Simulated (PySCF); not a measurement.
SMILES [CH3][Ge]([CH3])([CH3])[CH2][SiH](F)F, GFN2-xTB optimised geometry.

```
20

Si    -0.72    -2.17    -1.63
F     -0.58    -2.75    -3.12
F      0.73    -2.53    -1.03
C     -0.96    -0.31    -1.66
Ge    -0.30     0.59     0.00
C      1.68     0.59     0.00
C     -0.99     2.46     0.00
C     -0.99    -0.38     1.58
H     -1.67    -3.00    -0.93
H     -0.44     0.11    -2.52
H     -2.02    -0.08    -1.78
H      2.07     1.05     0.91
H      2.06    -0.42    -0.06
H      2.07     1.15    -0.85
H     -0.63     3.00     0.87
H     -2.07     2.47     0.02
H     -0.66     3.00    -0.89
H     -2.07    -0.47     1.55
H     -0.72     0.13     2.50
H     -0.57    -1.38     1.63
```

Density from PBE0/def2-SVP (PySCF) at that geometry.

Minimum of the electron density along straight lines between bonded atoms, close to the bond critical point (lines longer than 1.1 times the sum of covalent radii, or with two minima, are not listed):

```json
[
 {"bond": "Si1–F2", "length / Å": "1.603", "ρ at the minimum / e bohr⁻³": "0.121", "∇²ρ there / e bohr⁻⁵": "1.12", "position (fraction from the first atom)": "0.42"},
 {"bond": "Si1–F3", "length / Å": "1.602", "ρ at the minimum / e bohr⁻³": "0.121", "∇²ρ there / e bohr⁻⁵": "1.13", "position (fraction from the first atom)": "0.42"},
 {"bond": "Si1–C4", "length / Å": "1.874", "ρ at the minimum / e bohr⁻³": "0.118", "∇²ρ there / e bohr⁻⁵": "0.32", "position (fraction from the first atom)": "0.38"},
 {"bond": "C4–Ge5", "length / Å": "2.006", "ρ at the minimum / e bohr⁻³": "0.114", "∇²ρ there / e bohr⁻⁵": "?", "position (fraction from the first atom)": "0.54"},
 {"bond": "Ge5–C6", "length / Å": "1.982", "ρ at the minimum / e bohr⁻³": "0.123", "∇²ρ there / e bohr⁻⁵": "?", "position (fraction from the first atom)": "0.47"},
 {"bond": "Ge5–C7", "length / Å": "1.991", "ρ at the minimum / e bohr⁻³": "0.121", "∇²ρ there / e bohr⁻⁵": "0.04", "position (fraction from the first atom)": "0.47"},
 {"bond": "Ge5–C8", "length / Å": "1.985", "ρ at the minimum / e bohr⁻³": "0.122", "∇²ρ there / e bohr⁻⁵": "0.04", "position (fraction from the first atom)": "0.47"},
 {"bond": "Si1–H9", "length / Å": "1.445", "ρ at the minimum / e bohr⁻³": "0.125", "∇²ρ there / e bohr⁻⁵": "0.33", "position (fraction from the first atom)": "0.49"},
 {"bond": "C4–H10", "length / Å": "1.090", "ρ at the minimum / e bohr⁻³": "0.267", "∇²ρ there / e bohr⁻⁵": "-0.93", "position (fraction from the first atom)": "0.63"},
 {"bond": "C6–H13", "length / Å": "1.085", "ρ at the minimum / e bohr⁻³": "0.275", "∇²ρ there / e bohr⁻⁵": "-1.00", "position (fraction from the first atom)": "0.63"},
 {"bond": "C6–H14", "length / Å": "1.086", "ρ at the minimum / e bohr⁻³": "0.272", "∇²ρ there / e bohr⁻⁵": "-0.98", "position (fraction from the first atom)": "0.62"},
 {"bond": "C7–H15", "length / Å": "1.086", "ρ at the minimum / e bohr⁻³": "0.273", "∇²ρ there / e bohr⁻⁵": "-0.98", "position (fraction from the first atom)": "0.62"},
 {"bond": "C7–H16", "length / Å": "1.086", "ρ at the minimum / e bohr⁻³": "0.273", "∇²ρ there / e bohr⁻⁵": "-0.98", "position (fraction from the first atom)": "0.62"},
 {"bond": "C7–H17", "length / Å": "1.086", "ρ at the minimum / e bohr⁻³": "0.273", "∇²ρ there / e bohr⁻⁵": "-0.98", "position (fraction from the first atom)": "0.63"},
 {"bond": "C8–H19", "length / Å": "1.086", "ρ at the minimum / e bohr⁻³": "0.272", "∇²ρ there / e bohr⁻⁵": "-0.98", "position (fraction from the first atom)": "0.63"},
 {"bond": "C8–H20", "length / Å": "1.086", "ρ at the minimum / e bohr⁻³": "0.273", "∇²ρ there / e bohr⁻⁵": "-0.98", "position (fraction from the first atom)": "0.63"}
]
```

### Question
Fill in the missing entries.

### Answer

- C4–Ge5, ∇²ρ there / e bohr⁻⁵: 0.06
- Ge5–C6, ∇²ρ there / e bohr⁻⁵: 0.03
